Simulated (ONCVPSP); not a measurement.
**Which change was made? (S, ONCV)**

sulfur (S), optimised norm-conserving Vanderbilt (ONCV), made with ONCVPSP 4.0.1 (LDA (Perdew-Wang 92), scalar-relativistic). Core [Ne], reference 3s2 3p4. Waves: 3s: rc 1.40 bohr, ncon 4, nbas 7, qcut 4.1 1/bohr, 2 projectors, debl 3.3 Ha; 3p: rc 1.35 bohr, ncon 4, nbas 8, qcut 7.4 1/bohr, 2 projectors, debl 0.3 Ha. Local part: polynomial inside 1.10 bohr (lpopt 5, dvloc0 0 Ha). Core correction: Teter function, fcfact 1.5, rcfact 1.25.

Cutoffs, loose and tight: the cutoffs (Ha) at which the residual kinetic energy of the hardest occupied pseudo-wave falls to 1 and 0.1 mHa per electron. They do not see the model core or the augmentation charge, which bear on the density cutoff. Test errors are all-electron minus pseudo excitation energies from the reference, over the configurations 3s2 3p3; 3s2 3p2; 3s2 3p1; 3s1 3p5; variants that change the core or the reference have their own tests.

The base gives: outcome: generated; cutoff, loose: 40 Ha; cutoff, tight: 57 Ha; bound ghosts: none; GHOST(+) flags above zero: s; largest test error (meV): +90.

Problem. After one change the result is: outcome: generated, projector energies reset by the program; cutoff, loose: 42 Ha; cutoff, tight: 58 Ha; bound ghosts: none; GHOST(+) flags above zero: s; largest test error (meV): +10. Which change was it?
A. p: rc 0.88; local potential polynomial inside 0.88 bohr (lpopt 5, dvloc0 0 Ha)
B. reference 3s2 3p2.5
C. core correction Teter function, fcfact 7.8, rcfact 1.25

Solution. B. The others give: p: rc 0.88; local potential polynomial inside 0.88 bohr (lpopt 5, dvloc0 0 Ha) → outcome: failed: ERROR pspot: first pseudo wave function has node, program will stop | core correction Teter function, fcfact 7.8, rcfact 1.25 → outcome: generated; cutoff, loose: 40 Ha; cutoff, tight: 57 Ha; bound ghosts: none; GHOST(+) flags above zero: s; largest test error (meV): +57.
